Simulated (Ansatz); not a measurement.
C$_{5}$H$_{8}$BN (`[BH3-][n+]1ccccc1`), relaxed with RKS PBE-D4/def2-SVP in Ansatz 0.2.0 from a rough embedded geometry. The force threshold is 0.03 eV/Å; the program also tests the step.

Total charge 0; spin multiplicity 1.

Start:

```xyz
15

B     1.129    0.622   -1.820
N     0.361    0.190   -0.543
C    -0.962    0.478   -0.467
C    -1.734    0.213    0.689
C    -1.124   -0.562    1.698
C     0.254   -0.892    1.608
C     0.963   -0.486    0.472
H     0.746    1.612   -2.248
H     2.354    0.771   -1.538
H     1.105   -0.292   -2.616
H    -1.436    1.055   -1.287
H    -2.757    0.433    0.714
H    -1.655   -0.895    2.572
H     0.750   -1.459    2.380
H     2.005   -0.785    0.385
```

(1) How much energy does the relaxation release, and in how many steps? (Estimate.)

(2) Which bonds change most? (Best estimate.)

(3) Give the relaxed structure. (Estimate.)

## Answers

(1) Computed: 8.68 kcal/mol, in 5 steps, 1 of them rejected.

(2) The calculation gave: B1–H8 from 1.145 to 1.231 Å; C4–H12 from 1.047 to 1.099 Å; B1–N2 from 1.551 to 1.595 Å; B1–H9 from 1.266 to 1.232 Å.

(3) The calculation gave: 
```xyz
15

B     1.193    0.607   -1.836
N     0.362    0.203   -0.535
C    -0.951    0.522   -0.430
C    -1.721    0.145    0.672
C    -1.121   -0.582    1.711
C     0.240   -0.904    1.599
C     0.948   -0.494    0.468
H     0.676    1.628   -2.290
H     2.365    0.748   -1.485
H     1.069   -0.346   -2.616
H    -1.356    1.099   -1.273
H    -2.781    0.431    0.710
H    -1.701   -0.887    2.594
H     0.762   -1.466    2.387
H     2.016   -0.706    0.323
```
